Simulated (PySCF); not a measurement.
A side-by-side comparison of computed properties.

First species: C₇H₁₄SSi.
SMILES: `CC(S[C@H]1C[Si@H]1C=C)C`

Second species: C6H12ClFO.
Structure used (GFN2-xTB), in Å, numbered top down from 1:
```
atom  x, y, z in Å
C1     1.6972    1.2828    0.5033
O2     0.7559    0.9317   -0.4914
C3     0.0881   -0.3063   -0.3734
C4    -0.6341   -0.4952   -1.7114
C5     1.0370   -1.4902   -0.1160
Cl6    2.3194   -1.5763   -1.3448
C7    -0.9682   -0.2954    0.7710
C8    -1.8014    0.9744    0.8082
F9    -0.3364   -0.4471    1.9988
H10    2.6128    0.6900    0.4219
H11    1.9379    2.3268    0.3080
H12    1.2925    1.1892    1.5133
H13    0.1062   -0.6200   -2.4964
H14   -1.2189    0.3908   -1.9358
H15   -1.2816   -1.3671   -1.6848
H16    1.5256   -1.4041    0.8537
H17    0.4812   -2.4261   -0.1629
H18   -1.6066   -1.1825    0.6764
H19   -2.5146    0.9744   -0.0092
H20   -1.1589    1.8463    0.7206
H21   -2.3420    1.0208    1.7504
```

Levels: PBE0/pcSseg-1 for dipole moment, HOMO energy, LUMO energy and HOMO–LUMO gap; GFN2-xTB for rotational constant A and rotational constant C. Geometries: GFN2-xTB. Each structure is a single optimised conformer of the isolated species, non-relativistic unless stated. Electronic properties by PySCF.

Dipoles, sizes and rotational constants follow the conformer. The torsions of the flexible species, by atom-mapped SMILES:
- `[CH2:1]=[CH:2][Si@@H:3]1[CH2:4][C@@H:5]1[S:6][CH:7]([CH3:8])[CH3:9]`: C1–C2–Si3–C4 -148°, C4–C5–S6–C7 87°, C5–S6–C7–C8 68°
- `[CH3:1][O:2][C@@:3]([CH3:4])([CH2:5][Cl:6])[C@H:7]([CH3:8])[F:9]`: C1–O2–C3–C4 -170°, O2–C3–C5–Cl6 -54°, O2–C3–C7–C8 43°

| property | column X | column Y |
| --- | --- | --- |
| dipole moment | 1.06 D | 2.04 D |
| HOMO energy | -6.08 eV | -7.57 eV |
| LUMO energy | -0.65 eV | 0.96 eV |
| HOMO–LUMO gap | 5.43 eV | 8.53 eV |
| rotational constant A | 2.606 GHz | 2.039 GHz |
| rotational constant C | 0.527 GHz | 0.880 GHz |

Which column belongs to which species?

Column X is the first species and column Y the second. The first has 23 atoms and 86 electrons, the second 21 and 82.

How does each property change from the first species to the second?

dipole moment +0.98 D; HOMO energy -1.49 eV; LUMO energy +1.61 eV; HOMO–LUMO gap +3.10 eV; rotational constant A -0.567 GHz; rotational constant C +0.353 GHz.

On the first: The dipole matches unit charges of opposite sign 0.22 Å apart (1 e·Å = 4.8032 D). A dipole of 1.06 D is allowed in C1, and pure rotational transitions are dipole-allowed.

On the second: The dipole matches unit charges of opposite sign 0.42 Å apart (1 e·Å = 4.8032 D).
